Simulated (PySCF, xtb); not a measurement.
I4Sn, SMILES [Sn-]([I])([I])([I])[I] (connectivity only; charge and spin as stated), charge -1, multiplicity 2.

Harmonic wavenumbers (cm⁻¹) from GFN2-xTB run with xtb at its own minimum, in rising order: 32, 32, 33, 33, 33, 117, 160, 161, 161.

Q: What does B3LYP-D3(BJ)/def2-SVPD (PySCF) give at its own minimum? (Estimate from the structure and the level; the computed values follow.)

A: 27, 27, 27, 28, 28, 111, 158, 158, 158. Paired by order, the mean absolute difference is 4 cm⁻¹ and the zero-point energies are 1.1 and 1.0 kcal/mol.
